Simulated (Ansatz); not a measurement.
Calculated with Ansatz (gas phase, PBE0-D4/def2-TZVP geometries, no zero-point term in ΔE). CCSD(T)/CBS adds triple-zeta CCSD(T) − MP2 to the extrapolated MP2 energy (def2 sets, frozen cores). DFT in def2-TZVPP. B3LYP here is the variant with VWN-RPA as its local correlation; programs differ in this. For Ge, Se outer-core shells are correlated without core-valence functions, which leaves a few kJ/mol of doubt a bond. Scalar relativity is left out up to krypton. Each species was taken in one conformer, which may not be the lowest.

Consider the redistribution: `C[SiH2]P` + `[CH3][GeH2][SeH]` → `[CH3][GeH2][SiH2]P` + `C[SeH]`.

```
             level  ΔE (kcal/mol)  difference from CCSD(T)/CBS
            PBE-D4           19.9                         -2.0
         r2SCAN-D4           22.2                          0.3
           PBE0-D4           21.1                         -0.8
          B3LYP-D4           21.5                         -0.4
           ωB97X-V           21.9                          0.0
           ωB97M-V           22.8                          0.9
            B2PLYP           22.4                          0.5
               PBE           20.2                         -1.7
            r2SCAN           22.4                          0.5
              PBE0           21.5                         -0.4
             B3LYP           22.0                          0.1
     HF/def2-TZVPP           25.0                          3.1
    MP2/def2-TZVPP           22.8                          0.9
SCS-MP2/def2-TZVPP           22.4                          0.5
   CCSD/def2-TZVPP           21.8                         -0.1
CCSD(T)/def2-TZVPP           21.4                         -0.5
     HF/def2-QZVPP           25.0                          3.1
    MP2/def2-QZVPP           23.1                          1.2
SCS-MP2/def2-QZVPP           22.7                          0.8
      HF/CBS(def2)           25.1                          3.2
     MP2/CBS(def2)           23.3                          1.4
    CCSD/CBS(def2)           22.3                          0.4
       CCSD(T)/CBS           21.9                            0
```

Largest T1 diagnostic among the species: 0.012.

From PBE to PBE0 (25 % exact exchange), in def2-TZVPP and without D4, ΔE moves by +1.2 kcal/mol. In def2-TZVPP, CCSD(T) changes the Hartree–Fock value by −3.6 kcal/mol (the triples alone add −0.4 kcal/mol) and MP2 by −2.2 kcal/mol.
